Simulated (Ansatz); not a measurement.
A CCSD(T) single point on H$_{8}$InNO$_{3}$Si (`[OH][In-]([OH])([OH])[NH2+][SiH3]`).

```yaml
crystal:
  periodic: [false, false, false]
  atoms:
    - {symbol: O, position_ang: [-2.102609, -1.676428, 0.524725]}
    - {symbol: In, position_ang: [-0.505109, -0.619093, 1.091129]}
    - {symbol: O, position_ang: [1.321944, -1.362340, 0.727011]}
    - {symbol: O, position_ang: [-0.702377, 0.801483, 2.482750]}
    - {symbol: N, position_ang: [-0.411740, 0.817848, -0.719038]}
    - {symbol: Si, position_ang: [1.121222, 0.693789, -1.626473]}
    - {symbol: H, position_ang: [-1.882677, -2.589699, 0.328980]}
    - {symbol: H, position_ang: [1.946925, -1.170028, 1.429204]}
    - {symbol: H, position_ang: [-1.507089, 0.705116, 2.996194]}
    - {symbol: H, position_ang: [-0.567750, 1.734902, -0.310012]}
    - {symbol: H, position_ang: [-1.230561, 0.588760, -1.274996]}
    - {symbol: H, position_ang: [2.209386, 1.100600, -0.716598]}
    - {symbol: H, position_ang: [1.066430, 1.635459, -2.778156]}
    - {symbol: H, position_ang: [1.231007, -0.689669, -2.126019]}
basis:
  gaussian: {orbitals: def2-SVP}
correlation: {method: ccsd_t}
```

```sh
$ ansatz run in.yaml --threads 4 --pin off --events-out ev --progress --plain --max-ram 11315MiB
```

Log, shortened:

```
Functional definition: HF
1449 factors; integrals over basis functions are off by at most 1.2e-3 eV
mean field evaluation 1: about -20716.0103 eV, gradient 6.3e1 eV
mean field evaluation 2: about -20716.0373 eV, gradient 6.4e1 eV
mean field evaluation 4: about -20723.9633 eV, gradient 3.5e0 eV
mean field evaluation 8: about -20724.0104 eV, gradient 3.1e-4 eV
mean field -20724.01038556 eV, -761.5933344306 hartree, gradient 1.5e-6 eV, S^2 0.000000; 0 other end points of the search recorded, 0 dependent functions left out
13 core orbitals not correlated: weight in the atoms' cores, before any rotation towards them, 1.000 or more for the frozen orbitals, at most 0.000 for the correlated occupied ones
reference -20724.01038556 eV, -761.5933344306 hartree; 24, 24 occupied and 103, 103 virtual orbitals, 1449 factors
second order -25.88639081 eV of doubles, -0.00000000 eV of singles
cycle   1  -26.27116444 eV  change   -3.8e-1 eV  update   1.3e-1
cycle   2  -26.93842207 eV  change   -6.7e-1 eV  update   4.0e-2
cycle   3  -27.15400793 eV  change   -2.2e-1 eV  update   2.3e-2
cycle   4  -27.14881013 eV  change    5.2e-3 eV  update   5.5e-3
cycle   5  -27.14399267 eV  change    4.8e-3 eV  update   2.4e-3
cycle   6  -27.14458831 eV  change   -6.0e-4 eV  update   8.1e-4
cycle   7  -27.14433941 eV  change    2.5e-4 eV  update   3.0e-4
cycle   8  -27.14415916 eV  change    1.8e-4 eV  update   1.0e-4
cycle   9  -27.14417038 eV  change   -1.1e-5 eV  update   3.9e-5
perturbative correction -0.63890645 eV, -0.0234793789 hartree
Total energy: -20751.79346238 eV, -762.6143436718 hartree
```

Run time 28 s (4 threads of an Arm Neoverse V2 on a shared host); peak host memory 1.2 GiB.

Correlation energy per correlated electron: -0.579 eV. T1 diagnostic: 0.0133.
